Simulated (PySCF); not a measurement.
## Fe(SH)3: what the settings change

The complex Fe(SH)3 (charge 0) contains Fe(III), shell d5. The structure is a PBE0-D3(BJ)/def2-TZVP geometry optimised for multiplicity 6; coordination trigonal planar, point group C3h, metal–donor distances 2.21 Å.

```
7

Fe    0.000    0.000    0.000
S     2.211    0.000    0.000
H     2.312    1.342    0.000
S    -1.106    1.915    0.000
H    -2.318    1.331    0.000
S    -1.106   -1.915    0.000
H     0.006   -2.673    0.000
```

Method (PySCF 2.14, density fitting): CASSCF(5,5) with orbitals averaged over all microstates of the shell, strongly contracted NEVPT2 on the averaged canonical orbitals; basis x2c-TZVPall on the metal, x2c-SVPall elsewhere; spin-free X2C; gas phase; spin-orbit coupling by state interaction with the mean-field operator over all roots.

Base run: NEVPT2 ground state 6A', next 4E' at 22764, then 4A'' at 23636 cm⁻¹, B(CASSCF) 1017, ζ 387 cm⁻¹, D -0.47 cm⁻¹, g 2.002 2.002 2.002, μeff(300 K) 5.92 μB.

Question: What happens with the basis x2c-TZVPall on all atoms?

Answer: NEVPT2 ground state 6A', next 4E' at 22634, then 4A'' at 23538 cm⁻¹, B(CASSCF) 1021, ζ 387 cm⁻¹, D -0.46 cm⁻¹, g 2.002 2.002 2.002, μeff(300 K) 5.92 μB. It took 15 s against 10 s on a shared host of the same kind.

Question: What happens with orbitals averaged over the highest spin alone?

Answer: NEVPT2 ground state 6A', next 4E' at 26256, then 4A'' at 26466 cm⁻¹, B(CASSCF) 1144, ζ 427 cm⁻¹, D -0.35 cm⁻¹, g 2.002 2.002 2.002, μeff(300 K) 5.92 μB.

No frequencies were computed for the optimised geometry. NEVPT2 on the d shell alone tends to put d–d bands too high for such charged or covalently bound ions.
